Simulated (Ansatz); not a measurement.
Frontier orbitals of `CSB[SiH3]`.

Cartesian coordinates in Å:
```
C 2.028 0.577 1.173
S 0.664 -0.563 0.829
B -0.343 0.200 -0.375
Si -1.973 -0.788 -1.007
H 2.970 0.080 0.944
H 2.012 0.838 2.231
H 1.922 1.474 0.566
H -0.046 1.281 -0.793
H -1.898 -1.007 -2.480
H -2.139 -2.113 -0.349
H -3.196 0.021 -0.740
```

Charge 0, multiplicity 1. All single points use the PBE0-D4/def2-TZVP geometry. It is one conformer, not always the lowest. Basis def2-TZVPP, the Gaussian-basis code of Ansatz.

```json
{"functional": "PBE", "HOMO (eV)": "-6.88", "LUMO (eV)": "-2.43", "gap (eV)": "4.45"}
{"functional": "BLYP", "HOMO (eV)": "-6.70", "LUMO (eV)": "-2.24", "gap (eV)": "4.46"}
{"functional": "PBE0", "HOMO (eV)": "-7.99", "LUMO (eV)": "-1.54", "gap (eV)": "6.45"}
{"functional": "B3LYP", "HOMO (eV)": "-7.75", "LUMO (eV)": "-1.69", "gap (eV)": "6.06"}
{"functional": "r2SCAN0", "HOMO (eV)": "-8.14", "LUMO (eV)": "-1.42", "gap (eV)": "6.72"}
{"functional": "ωB97M-V", "HOMO (eV)": "-10.15", "LUMO (eV)": "0.41", "gap (eV)": "10.56"}
```

Against PBE, PBE0 changes HOMO and LUMO by −1.11 and +0.89 eV, ωB97M-V by −3.27 and +2.84 eV. A gap of 4.45 eV thus becomes 10.56 eV for the same molecule, so an orbital gap means little without its functional. A positive LUMO is unbound and depends on the basis.

B3LYP here is the variant with VWN-RPA as its local correlation; programs differ in this.
